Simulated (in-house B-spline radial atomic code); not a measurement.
The numbers below are computed, except where a source is named.
# C6 from the polarisability at imaginary frequency: the boron ion B⁺

PBE0 linear response of the closed shell [He] 2s2, from a B-spline radial code for spherical atoms; non-relativistic, point nucleus, no spin-orbit coupling.

The dispersion coefficient of two like species is C6 = (3/π) ∫ α(iu)² du from 0 to ∞.

| u (hartree) | α(iu) (bohr³) |
| --- | --- |
| 0 | 10.77 |
| 0.0849 | 10.08 |
| 0.198 | 7.885 |
| 0.339 | 5.277 |
| 0.566 | 2.883 |
| 0.849 | 1.601 |
| 1.27 | 0.8475 |
| 1.98 | 0.4073 |
| 2.83 | 0.224 |
| 4.24 | 0.1143 |
| 7.07 | 0.0495 |
| 14.1 | 0.01565 |

Problem. Fit one oscillator, α(iu) = α(0)/(1 + u²/ω²), through u = 0.339 and estimate C6.

Solution. From α(0)/α(iu) − 1 = 10.77/5.277 − 1 = 1.0409, ω = u/√1.0409 = 0.3323 hartree (9.0 eV). London's formula gives C6 = (3/4) α(0)² ω = 0.75 × 10.77² × 0.3323 = 28.91 hartree·bohr⁶, and the oscillator holds f = α(0) ω² = 1.19 electrons, of a sum of oscillator strengths of 4.0.

Problem. How does that compare with the full integral?

Solution. The program's quadrature over all excitations gives C6 = 29.31, so the single oscillator is off by -1.4 %. At the last point the fit gives α = 0.00598 against 0.0157: higher excitations, and deeper shells where there are any, keep the true curve higher at large u.
